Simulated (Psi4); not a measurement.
F$_{2}$Ge (SMILES [F][Ge][F]), singlet, geometry from GFN2-xTB. Base run: HF/cc-pVDZ in Psi4.

Here is a job for Psi4.
```
memory 2 GB

molecule {
0 1
  Ge    0.01332486   -0.01119836    0.43892087
  F     0.62471047    1.17087434   -0.77062296
  F    -0.67208775   -1.13105795   -0.78998457
}

set basis cc-pvdz

energy('scf')
print_variables()
```

Variants of this job, named by their change:

```json
[
 {"change": "base", "basis functions": "55", "E (Eh)": "-2273.75263", "dipole (D)": "3.43"},
 {"change": "basis = cc-pVTZ-DK; relativity = spin-free X2C (with scf_type pk)", "basis functions": "103", "E (Eh)": "-2296.30684", "dipole (D)": "3.44"},
 {"change": "basis = cc-pVTZ-DK; relativity = none (with scf_type pk)", "basis functions": "103", "E (Eh)": "-2261.30449", "dipole (D)": "3.23"},
 {"change": "basis = cc-pVDZ-DK; relativity = spin-free X2C (with scf_type pk)", "basis functions": "55", "E (Eh)": "-2296.13401", "dipole (D)": "3.58"},
 {"change": "basis = cc-pVDZ-DK; relativity = none (with scf_type pk)", "basis functions": "55", "E (Eh)": "-2262.34801", "dipole (D)": "3.37"}
]
```

Total energies compare only within one method and basis.

Basis sets contracted for a relativistic Hamiltonian are a mismatch without it, so the rows without relativity aren't non-relativistic limits. No row has spin-orbit coupling; sets with core potentials leave out the core electrons.
